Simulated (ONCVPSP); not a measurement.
## Tm (Z = 69) ONCV: all-electron and pseudo phase curves

ONCVPSP 4.0.1 input, shortened (lines: element, Z, core and valence counts, functional; n l f; lmax; l rc ep ncon nbas qcut; lloc lpopt rc5 dvloc0; l nproj debl; icmod fcfact rcfact), PBE, fully relativistic:

```
  Tm 69.00    9    4        4      upf
    1    0    2.00
    2    0    2.00
    2    1    6.00
    3    0    2.00
    3    1    6.00
    3    2   10.00
    4    0    2.00
    4    1    6.00
    4    2   10.00
    4    3   13.00
    5    0    2.00
    5    1    6.00
    6    0    2.00
    3
    0    1.70    0.00    4    7    6.40
    1    2.15    0.00    3    7    8.00
    2    1.65    0.37    4    8    6.80
    3    0.60    0.00    4    7   16.90
    4    5    0.55    0.00
    0    2    2.70
    1    1    0.90
    2    3    2.30
    3    1    3.00
    3    3.00    1.00
```

Open shells are filled in proportion to 2j + 1.

In the d channel the program set the typed energies aside and used 0.050, 2.350, 4.650 Ha (j = l + 1/2; the other j can differ).

The phase is arctan(r·R′/R) of the radial function R(r), unwrapped; energies in Ha, scanned from -3 to 5 Ha. A pole is an energy at which the radial function vanishes at the test radius. The pseudo phase is shifted by a multiple of π to meet the all-electron one at the reference energy, and phase errors are pseudo minus all-electron; the curves can meet again beyond the range given. Levels narrower than the energy grid can be missing from the lists of poles.

For each channel, where are the poles, and over which energies does the pseudopotential scatter like the atom?

```json
{"channel": "s", "radius (bohr)": "1.73", "reference energy (Ha)": "-0.14", "poles, all-electron": "-1.18", "poles, pseudo": "-1.18, 3.40", "unbroken range about the reference energy with phases within 0.05 rad": "below 2.3", "phase error 1 Ha above the reference energy (rad)": "-0.000"}
{"channel": "p3/2", "radius (bohr)": "2.18", "reference energy (Ha)": "-0.93", "poles, all-electron": "-0.53, 4.78", "poles, pseudo": "-0.53, 3.35", "unbroken range about the reference energy with phases within 0.05 rad": "below 0.6", "phase error 1 Ha above the reference energy (rad)": "-0.010"}
{"channel": "p1/2", "radius (bohr)": "2.18", "reference energy (Ha)": "-1.14", "poles, all-electron": "-0.84, 4.33", "poles, pseudo": "-0.84, 3.27", "unbroken range about the reference energy with phases within 0.05 rad": "below 0.4", "phase error 1 Ha above the reference energy (rad)": "-0.010"}
{"channel": "d5/2", "radius (bohr)": "1.68", "reference energy (Ha)": "0.05", "poles, all-electron": "2.93", "poles, pseudo": "2.93", "unbroken range about the reference energy with phases within 0.05 rad": "the whole range", "phase error 1 Ha above the reference energy (rad)": "-0.000"}
{"channel": "d3/2", "radius (bohr)": "1.68", "reference energy (Ha)": "0.05", "poles, all-electron": "2.80", "poles, pseudo": "2.80", "unbroken range about the reference energy with phases within 0.05 rad": "the whole range", "phase error 1 Ha above the reference energy (rad)": "-0.000"}
{"channel": "f7/2", "radius (bohr)": "0.61", "reference energy (Ha)": "-0.09", "poles, all-electron": "none", "poles, pseudo": "none", "unbroken range about the reference energy with phases within 0.05 rad": "the whole range", "phase error 1 Ha above the reference energy (rad)": "+0.001"}
{"channel": "f5/2", "radius (bohr)": "0.61", "reference energy (Ha)": "-0.14", "poles, all-electron": "none", "poles, pseudo": "none", "unbroken range about the reference energy with phases within 0.05 rad": "the whole range", "phase error 1 Ha above the reference energy (rad)": "+0.001"}
```

Note: ghosts flagged at negative energy: s at -1181.1 eV, p3/2 at -594.1 eV, p1/2 at -537.7 eV; GHOST(+) flagged for d5/2 at 90.3 eV, s at 92.8 eV, d3/2 at 101.5 eV. A true bound ghost makes a file unfit for plane-wave use.

Phases in the d3/2 channel:

| E (Ha) | all-electron | pseudo |
| --- | --- | --- |
| -2.98 | 1.214 | 1.214 |
| -2.54 | 1.167 | 1.166 |
| -2.10 | 1.099 | 1.098 |
| -1.66 | 0.995 | 0.995 |
| -1.22 | 0.820 | 0.820 |
| -0.78 | 0.491 | 0.491 |
| -0.34 | -0.097 | -0.097 |
| 0.10 | -0.714 | -0.714 |
| 0.54 | -1.076 | -1.076 |
| 0.98 | -1.268 | -1.268 |
| 1.42 | -1.383 | -1.383 |
| 1.86 | -1.460 | -1.460 |
| 2.30 | -1.518 | -1.518 |
| 2.74 | -1.565 | -1.565 |
| 3.18 | -1.606 | -1.606 |
| 3.62 | -1.646 | -1.647 |
| 4.06 | -1.689 | -1.688 |
| 4.50 | -1.737 | -1.737 |
| 4.94 | -1.799 | -1.799 |
